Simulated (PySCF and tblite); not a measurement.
Values are calculated unless marked as measured or tabulated.
C5H9Br, numbered as in [Br:1][CH:2]1[CH2:3][CH2:4][CH2:5][CH2:6]1: conformational analysis

Level: B3LYP-D3(BJ)/def2-SVP (IEF-PCM, chloroform)//GFN2-xTB, thermal terms from GFN2-xTB, symmetry numbers and mirror pairs counted. Conformers within 3 kcal/mol (GFN2-xTB free energy) were kept, 10 at most. GIAO shieldings: KT2/pcSseg-1 (IEF-PCM, chloroform). Couplings: B3LYP/6-31G* with pcJ-1 on H (gas phase; spin-dipole term only for pairs with B, N, F, Si or P). Couplings are for ¹H. H–H couplings come out 0.1 to 0.9 Hz lower than with pcJ-1 on all atoms. Shifts are against TMS (¹H), TMS (¹³C) at the same level; of two unlike H on one atom, a is the less shielded. Codes: tblite and PySCF.

The 5-ring runs over atoms 2–3–4–5–6.

```tsv
conformer	shape	symmetry	E(GFN2) kcal/mol	E(DFT) kcal/mol	G(298.15 K) kcal/mol	weight %	dipole D
1	5-ring envelope (ring torsions 24, 0, -24, 39, -39°)	Cs	0.00	0.00	0.00	68.7	2.54
2	5-ring envelope (ring torsions -25, 0, 25, -41, 41°)	Cs	0.40	0.76	0.46	31.3	2.65
```

Weights (%) against temperature:

```
 T (K)     1     2  S(mix) cal/mol/K
   250  74.2  25.8              1.13
273.15  71.4  28.6              1.19
298.15  68.7  31.3              1.24
323.15  66.2  33.8              1.27
373.15  62.1  37.9              1.32
```

Averaged shifts at 298.15 K. ¹H: 4.75 (H2, 1H), 2.21 (H4a/H5a, 2H), 2.17 (H3a/H6a, 2H), 2.08 (H3b/H6b, 2H), 1.88 (H4b/H5b, 2H) ppm. ¹³C: 69.1 (C2), 43.7 (C3/C6), 25.2 (C4/C5) ppm.

Averaged couplings (Hz): ³J(H2,H3b) 4.4, ³J(H2,H3a) 5.7, ²J(H3b,H3a) -14.1, ³J(H3b,H4b) 4.1, ³J(H3b,H4a) 10.5, ³J(H3a,H4b) 10.5, ³J(H3a,H4a) 7.9, ²J(H4b,H4a) -13.9, ³J(H4b,H5b) 12.5, ³J(H4b,H5a) 4.6, ³J(H4a,H5a) 14.0.

Coordinates of conformer 1 (Å):

```xyz
15

Br   -1.638   -1.686    1.033
C    -1.026   -0.549   -0.456
C    -0.926    0.895    0.002
C     0.391    0.951    0.786
C     1.250   -0.214    0.253
C     0.404   -0.903   -0.825
H    -1.748   -0.716   -1.255
H    -1.782    1.211    0.598
H    -0.875    1.532   -0.885
H     0.884    1.913    0.656
H     0.196    0.818    1.850
H     2.198    0.134   -0.155
H     1.472   -0.916    1.057
H     0.578   -1.978   -0.869
H     0.617   -0.482   -1.810
```

Coordinates of conformer 2 (Å):

```xyz
15

Br   -0.067    2.950   -0.689
C    -0.021    0.992   -0.691
C     1.184    0.436    0.052
C     0.795   -1.027    0.296
C    -0.749   -1.063    0.292
C    -1.204    0.380    0.043
H    -0.010    0.700   -1.743
H     1.299    0.964    1.001
H     2.110    0.539   -0.512
H     1.189   -1.659   -0.500
H     1.205   -1.388    1.238
H    -1.108   -1.714   -0.505
H    -1.147   -1.441    1.232
H    -1.351    0.902    0.991
H    -2.130    0.439   -0.528
```

Spin–orbit effects of the heavy atoms on shieldings are missing. At a carbon that bears Br the missing effect is some 10 ppm, beside I tens of ppm. Shifts are unscaled: against experiment ¹³C can be off by 15 ppm or more and ¹H by 0.8 ppm.

Search and properties took 2 min on 1 thread of Arm Neoverse V1, shared host (rough), launched as `OMP_NUM_THREADS=1 python ens_run.py task.json out`.
